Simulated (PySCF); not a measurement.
# Electron correlation in V (vanadium, neutral)

[Ar] 3d2 4s2 5s1, high-spin 4F determinant (an excited configuration). Calculation: PySCF 2.14, in x2c-TZVPPall with one added diffuse shell each of s, p, d, f type (7s6p5d3f1g, 80 functions); the spin-free X2C one-electron Hamiltonian (Gaussian nucleus). Frozen: [Ne]; 13 electrons correlated.

MP2 pair energies summed by pair of shells (mhartree):

```
 pair   energy  share (%)
3p-3p  -119.50       37.4
3p-3d   -70.68       22.1
3s-3p   -32.02       10.0
3p-4s   -29.72        9.3
4s-4s   -24.42        7.6
3d-4s   -13.49        4.2
3s-3d   -10.19        3.2
3s-3s    -6.12        1.9
4s-5s    -5.64        1.8
3d-3d    -4.30        1.3
3s-4s    -1.84        0.6
3p-5s    -1.26        0.4
3d-5s    -0.50        0.2
3s-5s    -0.08        0.0
```

Total MP2 correlation energy: -319.75 mhartree.

Same-spin part -87.87 and opposite-spin part -231.88 mhartree; SCS-MP2 scales them by 1/3 and 6/5 to -307.55 mhartree.

This basis was not built for core-valence correlation, so the inner-shell part is incomplete.
